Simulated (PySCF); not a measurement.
# How methods differ on the ionisation energy of Ti

Ti [Ar] 3d2 4s2 (3F) → Ti⁺ [Ar] 3d2 4s1 (4F), as a difference of total energies. All numbers are calculated (PySCF 2.14, scalar relativity by spin-free X2C-1e, in aug-cc-pVDZ-DK (7s6p4d2f, 59 functions)). Correlated levels: valence: [Ar] frozen. The calculations carry no spin-orbit coupling.

```json
{"method": "UHF", "ionisation energy (eV)": "5.563", "error (eV)": "-1.265"}
{"method": "M06-L", "ionisation energy (eV)": "6.939", "error (eV)": "+0.111"}
{"method": "TPSS", "ionisation energy (eV)": "6.543", "error (eV)": "-0.285"}
{"method": "MP2 (valence)", "ionisation energy (eV)": "6.313", "error (eV)": "-0.515"}
{"method": "SCS-MP2 (valence)", "ionisation energy (eV)": "6.467", "error (eV)": "-0.361"}
```

Reference: 6.828 eV (measured; NIST levels, between the centres of gravity of the two terms).

Errors of the correlated levels include the incompleteness of this basis and the frozen core.

MP2 underrates the near-degeneracy of ns² with np² in the lower species.
